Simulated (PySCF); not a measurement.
How methods differ on the ionisation energy of Cl¹⁵⁺

Cl¹⁵⁺ 1s2 → Cl¹⁶⁺ 1s1 [1s1/2^1, M_J = 1/2], as a difference of total energies. Computed with PySCF 2.14 in an uncontracted even-tempered set (15 s from 12 bohr⁻², ratio 2.4; 9 p from 16 bohr⁻², ratio 2.4; 3 d from 50 bohr⁻², ratio 2.6; 3 f from 75 bohr⁻², ratio 2.6), with the two-component X2C-1e Hamiltonian. Correlated levels: nothing frozen; the 34 highest virtual spinors dropped. "Screened" scales the spin-orbit matrix elements by Boettger's factors to mimic the two-electron term; Breit and QED terms are absent.

| method | ionisation energy (eV) | difference from reference (eV) |
| --- | --- | --- |
| GHF (screened spin-orbit) | 3658.7 | +0.4 |
| GMP2 (screened spin-orbit) | 3660.0 | +1.7 |

Reference: 3658.3 eV (theoretical estimate listed by NIST; NIST Atomic Spectra Database, ionization energies).
